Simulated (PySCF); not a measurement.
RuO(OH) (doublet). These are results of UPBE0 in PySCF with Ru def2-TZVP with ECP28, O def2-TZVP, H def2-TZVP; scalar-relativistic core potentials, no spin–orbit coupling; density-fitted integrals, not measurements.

Harmonic bands of its minimum:

```tsv
ω (cm⁻¹)	IR (km/mol)
137	13.8
437	87.5
535	127
746	116
1083	210
3937	276
```

The central atom is Ru. Infer the point group and assign the bands.

Cs. The modes span 5a' + a'': 137 a', 437 a'', 535 a', 746 a', 1083 a', 3937 a'. The computed geometry has O–H 0.957 Å, Ru–O 1.620 Å, Ru–O 1.816 Å; H–O–Ru 147.4°, O–Ru–O 159.0°.

This need not be the most stable arrangement of these atoms. Open d and f shells are described by one determinant, and the ground state may have another occupation or spin.
